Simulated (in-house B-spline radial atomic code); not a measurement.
Configurations of La VII (La6+), with energies counted from [Kr] 4d10 5s2 5p3. All numbers are computed (scalar-relativistic (X2C) LC-wPBE, spin-polarised, spherical fractional occupations, exact exchange averaged over the configuration; Fermi nucleus of rms radius 4.855 fm) with a B-spline radial code for spherical atoms, not measured. Shells without spins written out take the highest spin.

Occupations are held fixed; configurations that lie above the ionisation limit could autoionise.

```json
{"configuration": "[Kr] 4d10 5s2 5p2 5d1", "E - E(ref) (eV)": "26.41", "highest orbital": "5d up", "its <r> (bohr)": "1.946"}
{"configuration": "[Kr] 4d10 5s1 5p3 6p1", "E - E(ref) (eV)": "60.219", "highest orbital": "6p up", "its <r> (bohr)": "3.06"}
{"configuration": "[Kr] 4d9 5s2 5p4", "E - E(ref) (eV)": "93.22", "highest orbital": "5p down", "its <r> (bohr)": "1.592"}
{"configuration": "[Kr] 4d9 5s2 5p3 6f1", "E - E(ref) (eV)": "158", "highest orbital": "6f up", "its <r> (bohr)": "4.642"}
{"configuration": "[Ar] 3d10 4s2 4p5 4d10 5s2 5p3 5f1", "E - E(ref) (eV)": "241.24", "highest orbital": "5f up", "its <r> (bohr)": "2.62"}
```

Question: Order these further configurations by energy, lowest first.
A. [Ar] 3d9 4s2 4p6 4d10 5s2 5p3 5f1
B. [Kr] 4d10 4f1 5s1 5p3
C. [Kr] 4d10 5s1 5p3 6s1
D. [Kr] 4d9 5s2 5p3 6s1
E. [Ar] 3d9 4s2 4p6 4d10 5s2 5p3 6f1

Answer: B (28.247 eV), C (53.183 eV), D (130.43 eV), A (878.81 eV), E (893.63 eV).
